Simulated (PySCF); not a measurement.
Isomers of C4H11OSi (doublet state), one GFN2-xTB conformer each. Single-point energies are computed at B3LYP/pcH-1 (PySCF, gas phase, no added dispersion term), electronic only. GFN2-xTB treats the open shell by occupation alone, and not every SCF solution was tested for stability.

| SMILES | GFN2-xTB relative energy (kJ/mol) |
| --- | --- |
| C[CH]CCO[SiH3] | 0.0 |
| CC[CH]CO[SiH3] | 3.7 |

Conformers: `[CH3:1][CH:2][CH2:3][CH2:4][O:5][SiH3:6]` (doublet state) with C1–C2–C3–C4 89°, C2–C3–C4–O5 -64°, C3–C4–O5–Si6 159°; `[CH3:1][CH2:2][CH:3][CH2:4][O:5][SiH3:6]` (doublet state) with C1–C2–C3–C4 156°, C2–C3–C4–O5 79°, C3–C4–O5–Si6 -178°.

Q: What does B3LYP/pcH-1 give for the same structures?

A: 
```csv
SMILES,B3LYP/pcH-1 E (Eh),B3LYP/pcH-1 (kJ/mol),GFN2-xTB (kJ/mol),point group
C[CH]CCO[SiH3],-523.75916,0.0,0.0,C1
CC[CH]CO[SiH3],-523.75800,3.1,3.7,C1
```

Both levels put the same isomer lowest. Neighbours under 21 kJ/mol apart (C[CH]CCO[SiH3] and CC[CH]CO[SiH3]) can change places with a better method, another conformer or zero-point energy.

Q: As an exercise, what shares would exp(−E/RT) give at 298.15 K from these electronic energies alone (no entropy, no degeneracies)?

A: RT = 2.479 kJ/mol: C[CH]CCO[SiH3] 77.5 %, CC[CH]CO[SiH3] 22.5 %.
